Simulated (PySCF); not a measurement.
Molecule: SMILES C=C(CF)[SiH2]N, C$_{3}$H$_{8}$FNSi.

Molfile (atoms numbered from 1):
```
C3H8FNSi
     RDKit          3D

 14 13  0  0  0  0  0  0  0  0999 V2000
   -1.5789    0.7727   -1.0782 C   0  0  0  0  0  0  0  0  0  0  0  0
   -1.0122   -0.0622   -0.1984 C   0  0  0  0  0  0  0  0  0  0  0  0
   -1.7624   -1.2482    0.3265 C   0  0  0  0  0  0  0  0  0  0  0  0
   -3.0351   -1.3282   -0.1732 F   0  0  0  0  0  0  0  0  0  0  0  0
    0.7493    0.2314    0.3943 Si  0  0  0  0  0  4  0  0  0  0  0  0
    1.8425   -0.3554   -0.8137 N   0  0  0  0  0  0  0  0  0  0  0  0
   -2.5997    0.6067   -1.4373 H   0  0  0  0  0  0  0  0  0  0  0  0
   -1.0461    1.6462   -1.4661 H   0  0  0  0  0  0  0  0  0  0  0  0
   -1.8216   -1.2040    1.4297 H   0  0  0  0  0  0  0  0  0  0  0  0
   -1.2311   -2.1850    0.0706 H   0  0  0  0  0  0  0  0  0  0  0  0
    0.8702   -0.4204    1.7460 H   0  0  0  0  0  0  0  0  0  0  0  0
    1.0010    1.6915    0.5802 H   0  0  0  0  0  0  0  0  0  0  0  0
    1.6277   -1.2226   -1.2932 H   0  0  0  0  0  0  0  0  0  0  0  0
    2.8435   -0.2558   -0.6853 H   0  0  0  0  0  0  0  0  0  0  0  0
  1  2  2  0
  2  3  1  0
  3  4  1  0
  2  5  1  0
  5  6  1  0
  1  7  1  0
  1  8  1  0
  3  9  1  0
  3 10  1  0
  5 11  1  0
  5 12  1  0
  6 13  1  0
  6 14  1  0
M  END
```

Geometry PBE0-D3(BJ)/def2-SVP throughout; GIAO in PySCF 2.14.0 with density-fitted response routines, gas phase, one conformer, non-relativistic; equivalent atoms averaged; basis pcSseg-1.

Question: How do the absolute shieldings σ depend on the functional? (a selection of nuclei; ppm; last column core-seconds on 1 thread of an Arm Neoverse V2, shared host)

Answer: 
```csv
functional,kind,C2,C3,F4,Si5,N6,H8,H9/H10,H11/H12,H13/H14,core-s
PBE0,global hybrid,35.0,98.2,422.3,391.3,258.2,25.06,26.20,26.42,31.43,13
mPW1PW91,global hybrid,34.4,97.4,422.4,390.2,257.2,25.12,26.26,26.52,31.47,13
WP04,global hybrid,24.9,84.3,413.0,383.5,243.5,25.70,26.68,27.46,31.58,13
B97-2,global hybrid,38.0,98.3,420.1,397.3,256.7,25.24,26.32,26.63,31.54,13
BHandHLYP,global hybrid,33.3,100.4,434.0,399.0,258.1,25.31,26.52,26.89,31.47,12
CAM-B3LYP,range-separated hybrid,29.2,95.4,427.6,384.2,258.1,25.19,26.28,26.62,31.47,17
wB97X-D,range-separated hybrid,35.1,98.7,427.0,392.0,257.9,25.18,26.38,26.63,31.49,17
LC-wPBE,range-separated hybrid,36.7,103.0,434.3,395.2,263.4,25.00,26.36,26.68,31.47,23
```

Question: Which nucleus among those listed moves most, in ppm?

Answer: F4 (fluorine on an sp3 carbon): from 413.0 ppm with WP04 to 434.3 ppm with LC-wPBE. The smallest spread is 0.15 ppm, at H13/H14. Proton shifts span only some 12 ppm, so a few tenths of a ppm matter as much there as several ppm in carbon.
